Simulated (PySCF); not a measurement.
BHFBr, SMILES FBBr. The structure is a stationary point at B3LYP-D3(BJ)/def2-TZVP.

TDDFT-ωB97X/def2-SVPD in PySCF 2.14.0 puts the lowest singlet excitations at 6.20, 7.17, 7.18, 8.33, 8.71, 8.83 eV.

Question: What are the lowest excitation roots from ADC(2)/aug-cc-pVDZ (PySCF)? (The exact figures need the calculation; the answer reports its results.)

Answer: 6.25, 7.04, 7.23, 8.06, 8.49, 8.62 eV. S1 differs by 0.06 eV (second minus first; roots are paired by order, and the bases may differ).
